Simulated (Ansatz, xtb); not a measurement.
BrH3Si3: where a starting geometry ends

The starting geometry of this gas-phase singlet has its atoms placed at random.

```yaml
atoms:
  - { symbol: Br, position_ang: [0.0232, -1.8909, -0.2609] }
  - { symbol: Si, position_ang: [0.7361, 1.5387, -0.1420] }
  - { symbol: Si, position_ang: [-1.1587, 0.1856, 0.1776] }
  - { symbol: Si, position_ang: [-1.5005, -0.1148, -1.7043] }
  - { symbol: H, position_ang: [-0.3629, -0.2071, 1.6942] }
  - { symbol: H, position_ang: [-0.7086, 1.3494, 1.2130] }
  - { symbol: H, position_ang: [0.9141, 0.6302, 1.1345] }
```

Q: One run relaxed it with r2SCAN-D4/def2-SVP. What is a likely outcome?

A: It ends as a structure with H6 bridging Si2 and Si4, H7 bridging Si3 and Si2, given below by its coordinates. Distances that change by over a tenth: Br1–Si4 (2.75 → 3.86 Å), Si3–Si4 (1.94 → 2.30 Å), Si3–H5 (1.76 → 1.49 Å). Contacts that open: Si3–H6 (1.62 → 2.50 Å). Contacts that close: Si2–Si4 (3.19 → 2.35 Å), Si2–H6 (1.99 → 1.69 Å), Si3–H7 (2.33 → 1.70 Å), Si4–H6 (3.36 → 1.75 Å).

The energy falls by 5.30 eV over 25 steps:

```json
{"step": "1", "E − E(last) (eV)": "5.297"}
{"step": "4", "E − E(last) (eV)": "1.158"}
{"step": "6", "E − E(last) (eV)": "0.804"}
{"step": "9", "E − E(last) (eV)": "0.748"}
{"step": "12", "E − E(last) (eV)": "0.715"}
{"step": "14", "E − E(last) (eV)": "0.630"}
{"step": "17", "E − E(last) (eV)": "0.331"}
{"step": "20", "E − E(last) (eV)": "0.076"}
{"step": "22", "E − E(last) (eV)": "0.005"}
{"step": "25", "E − E(last) (eV)": "0.000"}
```

Final geometry (Å):

```xyz
7

Br    0.3585   -2.3437   -0.2918
Si    0.6647    1.6113   -0.2574
Si   -0.5607   -0.4772    0.5122
Si   -1.4613    0.9756   -1.0328
H    -0.9534   -0.7093    1.9300
H    -0.8963    1.9930    0.2702
H     0.7913    0.4415    0.9817
```

From the same start GFN2-xTB ends elsewhere, differing in Br1–Si3 (3.57 against 2.23 Å here), Br1–Si4 (2.35 against 3.86 Å here), Si2–Si4 (4.25 against 2.35 Å here), Si2–H6 (3.06 against 1.69 Å here), Si3–H6 (1.50 against 2.50 Å here), Si3–H7 (2.94 against 1.70 Å here).

From so rough a start the end depends on the optimiser's path, so another program may land elsewhere. The end wasn't checked by frequencies. Run with Ansatz 0.2.0, 4.2 min on 1 thread of AMD EPYC (Zen 3), with other jobs on the host.
